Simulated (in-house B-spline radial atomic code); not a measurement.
Results of a calculation; reference values are marked as such.
Zn ion on Ti atom: potential, deflection and energy transfer

The pair potential comes from two frozen, spherical free-atom densities (PBE, B-spline radial code, scalar-relativistic past argon): electrostatics plus the change in Thomas-Fermi kinetic and Dirac exchange energy where they overlap, the recipe behind the universal ZBL potential, which averages such potentials (from solid-state densities) over many pairs. It is written V = (Z1 Z2 e²/r) φ(r/a), with e² = 14.3996 eV·Å and a = 0.46850 Å/(Z1^0.23 + Z2^0.23); ZBL's fit is φ = 0.18175 e^(−3.1998x) + 0.50986 e^(−0.94229x) + 0.28022 e^(−0.4029x) + 0.02817 e^(−0.20162x). Where φ falls below 4e-4 it is continued as an exponential.

Masses 65.38 and 47.87 u.

```tsv
x = r/a	φ, this pair	φ, ZBL
0.1	0.8945	0.8928
0.25	0.7738	0.7647
0.5	0.6259	0.6096
1	0.434	0.4164
1.5	0.3152	0.2995
2	0.2357	0.2218
3	0.1396	0.1292
4	0.08666	0.08026
5	0.05533	0.05224
6.5	0.03073	0.02914
8	0.0181	0.01705
10	0.009084	0.008778
12	0.004751	0.00474
14.5	0.002325	0.002328
17	0.001223	0.001212
20	0.0005751	0.0005882
```

(1) At x = 1 the electrostatic, kinetic and exchange parts are 26105.87, 11479.91 and -410.52 eV. Find r, V and φ.

(2) The ion comes in at 2.026 keV with impact parameter 0.2219 Å. The scattering integral gives a centre-of-mass angle of 121.1° and a closest approach of 5.408 a. What are the reduced energy, the energy passed on and the laboratory angles?

Answers

(1) a = 0.46850/(2.1864 + 2.0359) = 0.11096 Å, so r = 0.11096 Å. V = 26105.87 + 11479.91 + (-410.52) = 37175.26 eV. The bare repulsion is 30 × 22 × 14.3996/0.11096 = 85652 eV, so φ = 0.4340, +4.2 % against ZBL's 0.4164. The kinetic (Pauli) term is 31 % of V here.

(2) ε = E a M2/(Z1 Z2 e² (M1 + M2)) = 2026 × 4.9350e-06 = 0.01. The most that one collision can pass on is γE with γ = 4 M1 M2/(M1 + M2)² = 0.9761. Here T = γE sin²(θ/2) = 0.9761 × 2026 × 0.758 = 1499 eV. The ion turns by arctan(sin θ/(cos θ + M1/M2)) = 45.2°, and the struck atom leaves at (180° − θ)/2 = 29.5°. The closest approach is 0.600 Å. With ZBL the angle would be 119.98° and T = 1483 eV.
